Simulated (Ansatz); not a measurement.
Start from `[NH2][Al]([OH])[OH]` and change one atom or group to get `C[CH2][Al]([OH])[OH]`.

Ansatz, PBE0-D4/def2-TZVP geometries, multiplicity 1. Each molecule was computed in one conformer, which needn't be the lowest.

| property | `[NH2][Al]([OH])[OH]` |
| --- | --- |
| HOMO–LUMO gap (ωB97M-V/def2-TZVPP) / eV | 11.11 |
| size of the dipole moment (ωB97M-V/def2-TZVPP) / D | 1.63 |
| HOMO energy (PBE/def2-TZVPP) / eV | -5.88 |
| LUMO energy (PBE0/def2-TZVPP) / eV | -0.16 |
| HOMO energy (PBE0/def2-TZVPP) / eV | -7.34 |
| ideal-gas entropy at 298 K and 1 bar (rigid rotor, harmonic PBE0-D4/def2-TZVP) / J/(mol·K) | 323 |

Q: What does the change do to each property? (Estimate.)

A: Computed: 
```tsv
property	`C[CH2][Al]([OH])[OH]`	shift
HOMO–LUMO gap (ωB97M-V/def2-TZVPP) / eV	11.45	0.34
size of the dipole moment (ωB97M-V/def2-TZVPP) / D	1.42	-0.21
HOMO energy (PBE/def2-TZVPP) / eV	-6.46	-0.58
LUMO energy (PBE0/def2-TZVPP) / eV	-0.06	0.10
HOMO energy (PBE0/def2-TZVPP) / eV	-7.78	-0.44
ideal-gas entropy at 298 K and 1 bar (rigid rotor, harmonic PBE0-D4/def2-TZVP) / J/(mol·K)	368	45
```

With PBE0 the HOMO falls by 0.44 eV and the LUMO rises by 0.10 eV, so the gap widens by about 0.54 eV. PBE moves the HOMO by -0.58 eV and ωB97M-V by -0.28 eV. The zero-point energy changes by 103.0 kJ/mol with +12 modes. Dipoles are sizes alone; their direction can turn. Modes under 60 cm⁻¹, often nearly free rotors, make the harmonic entropy too high.
